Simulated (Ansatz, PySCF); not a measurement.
C₃H₄ClNSi, SMILES Cl[Si@@H]1C=CN=C1. Atoms are numbered in the order given.

```xyz
10

Cl    -1.7171    -0.8261     0.9580
Si    -0.3913    -0.2719    -0.5285
C      1.3682    -0.7904    -0.2472
C      2.0705     0.3540    -0.1472
N      1.4210     1.6272    -0.2345
C      0.1550     1.5479    -0.4102
H     -0.9865    -0.6591    -1.8368
H      1.8364    -1.7729    -0.1832
H      3.1534     0.4054     0.0065
H     -0.4270     2.4761    -0.4892
```
Charge 0, spin multiplicity 1.

Geometry optimised at PBE0-D3(BJ)/def2-SVP. The structure was generated by enumeration; whether it is a known compound was not checked.

Two levels are set side by side: PBE-D3(BJ)/def2-SVP (Ansatz, a quantum-chemistry and plane-wave program) and PBE0-D3(BJ)/def2-SVP (Ansatz). Each level has its own optimised geometry; the coordinates shown are those of the second. Frequencies come from the Hessian of PySCF at each geometry. Differences are taken from unrounded values.

```tsv
quantity	PBE0-D3(BJ)
mean bond length (Å)	1.466
bond Cl1–Si2 (Å)	2.067
bond Si2–C3 (Å)	1.856
bond Si2–C6 (Å)	1.904
bond C3–C4 (Å)	1.346
bond C4–N5 (Å)	1.432
bond N5–C6 (Å)	1.281
bond Si2–H7 (Å)	1.489
bond C3–H8 (Å)	1.090
bond C4–H9 (Å)	1.095
bond C6–H10 (Å)	1.098
highest harmonic wavenumber (cm⁻¹)	3261
mean harmonic wavenumber (cm⁻¹)	1183
zero-point energy (kcal/mol)	40.57
```

Task: What does PBE-D3(BJ) give, and how far is it from PBE0-D3(BJ)? (An estimate is asked for; the answer gives what the named calculation found.)

Result: 
| quantity | PBE-D3(BJ) | PBE-D3(BJ) minus PBE0-D3(BJ) |
|---|---|---|
| mean bond length (Å) | 1.477 | 0.011 |
| bond Cl1–Si2 (Å) | 2.083 | 0.016 |
| bond Si2–C3 (Å) | 1.869 | 0.013 |
| bond Si2–C6 (Å) | 1.917 | 0.013 |
| bond C3–C4 (Å) | 1.358 | 0.012 |
| bond C4–N5 (Å) | 1.441 | 0.009 |
| bond N5–C6 (Å) | 1.294 | 0.013 |
| bond Si2–H7 (Å) | 1.502 | 0.013 |
| bond C3–H8 (Å) | 1.098 | 0.008 |
| bond C4–H9 (Å) | 1.103 | 0.008 |
| bond C6–H10 (Å) | 1.107 | 0.008 |
| highest harmonic wavenumber (cm⁻¹) | 3169 | -92 |
| mean harmonic wavenumber (cm⁻¹) | 1136 | -47 |
| zero-point energy (kcal/mol) | 38.97 | -1.60 |

GGA bonds tend to be longer and softer than those of functionals with exact exchange. Differences between two approximate levels are no errors against the true value.
